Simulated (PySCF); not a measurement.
## Working out the ionisation energy of Ne⁺

Ne⁺ [He] 2s2 2p5 (2P) → Ne²⁺ [He] 2s2 2p4 (3P). All numbers are calculated (PySCF 2.14, no relativity, point nucleus, in aug-cc-pwCVTZ (7s6p4d2f, 59 functions)). Frozen: nothing. Energies in hartree (1 hartree = 27.21139 eV):

```csv
part,Ne⁺ (lower),Ne²⁺ (upper)
UHF,-127.809780,-126.367294
CCSD correlation,-0.276912,-0.222787
(T),-0.003252,-0.001898
```

Q: What does Hartree-Fock give?

A: (-126.367294) − (-127.809780) = 1.442486 hartree = 39.252 eV.

Q: What do CCSD and CCSD(T) give?

A: The CCSD correlation energies differ by 0.054125 hartree = 1.473 eV and the triples by 0.001354 hartree = 0.037 eV, so CCSD gives 40.725 eV and CCSD(T) 40.762 eV.

A first-order spin-orbit estimate adds -0.004 eV to CCSD(T) (valence and next inner shell), giving 40.758 eV against 40.963 eV (measured; NIST Atomic Spectra Database, ionization energies).

What remains against the reference includes basis incompleteness and higher excitations.
